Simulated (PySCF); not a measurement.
## Excitation energy of Cd²⁺ by level of theory

Cd²⁺ [Kr] 4d10 (1S) → Cd²⁺ [Kr] 4d9 5s1 (3D), as a difference of total energies. Calculation: PySCF 2.14, in def2-TZVPPD with the def2 core potential (28 electrons) (6s4p3d2f1g, 56 functions); a scalar-relativistic core potential. Correlated levels: valence: 4s2 4p6 frozen. The calculations carry no spin-orbit coupling.

| method | excitation energy (eV) |
| --- | --- |
| UHF | 9.813 |
| MP2 (valence) | 10.631 |
| SCS-MP2 (valence) | 10.642 |
| CCSD (valence) | 10.456 |
| CCSD(T) (valence) | 10.479 |

**Question.** How much does correlation contribute at CCSD(T) (valence)?

**Answer.** 10.479 − (9.813) = 0.666 eV, measured against UHF.
